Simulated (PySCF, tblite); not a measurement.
Isomers of [C4H7F3O2P]- (charge -1). Method: GFN2-xTB as coded in tblite; computed harmonic values from a numerical Hessian at the method's own geometry, unscaled. This tight-binding method is rough: wavenumbers can miss measured ones by several per cent, in bad cases by 10 to 20. One conformer each.

Electronic energies: PBE0/pcSseg-1 single points on the GFN2-xTB geometries (PySCF, gas phase).

```
                   SMILES  electronic energy, lowest = 0 (kcal/mol)
CC[P@](=O)([O-])CC(F)(F)F                                       2.1
C[P@](=O)([O-])CCC(F)(F)F                                       0.0
CCC[P@](=O)([O-])C(F)(F)F                                       8.4
```

Problem. How do GFN2-xTB zero-point energies change the relative energies?

Solution. 
| SMILES | ZPE (kcal/mol) | of it from modes above 1550 cm⁻¹ | electronic (kcal/mol) | with ZPE, lowest = 0 (kcal/mol) | lowest mode (cm⁻¹) | rings |
| --- | --- | --- | --- | --- | --- | --- |
| C[P@](=O)([O-])CCC(F)(F)F | 70.7 | 30.0 | 0.0 | 0.0 | 34 | 0 |
| CC[P@](=O)([O-])CC(F)(F)F | 71.2 | 29.9 | 2.1 | 2.6 | 6 | 0 |
| CCC[P@](=O)([O-])C(F)(F)F | 71.7 | 29.9 | 8.4 | 9.4 | 38 | 0 |

The zero-point energies span 1.0 kcal/mol, from `C[P@](=O)([O-])CCC(F)(F)F` to `CCC[P@](=O)([O-])C(F)(F)F`. The order is unchanged.

Problem. And how do the electronic energies of GFN2-xTB itself compare?

Solution. `C[P@](=O)([O-])CCC(F)(F)F` 5.0; `CC[P@](=O)([O-])CC(F)(F)F` 3.4; `CCC[P@](=O)([O-])C(F)(F)F` 0.0 kcal/mol, lowest = 0. Against the energies above, taken from the same isomer `C[P@](=O)([O-])CCC(F)(F)F`, the largest difference is 13.4 kcal/mol.
